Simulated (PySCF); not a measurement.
Si(H)(OH)2(SeH) (H4O2SeSi), SMILES O[SiH](O)[SeH]. Coordinates come from a PBE0-D3(BJ)/def2-SVP optimisation. This is a generated structure with no PubChem entry under its InChIKey; it may be hypothetical. One conformer was computed; it need not be the lowest.

Computed equilibrium geometry at PBE0-D3(BJ)/def2-SVP (PySCF confirms it by a frequency run) as a Z-matrix (one conformer of several):
```
Si
O 1 1.6537
H 2 0.9619 1 117.77
O 1 1.6551 2 115.63 3 -73.59
H 4 0.9623 1 116.96 2 74.88
H 1 1.4747 2 106.29 3 169.49
Se 1 2.2899 6 114.99 4 -120.26
H 7 1.4709 1 92.80 6 79.71
```
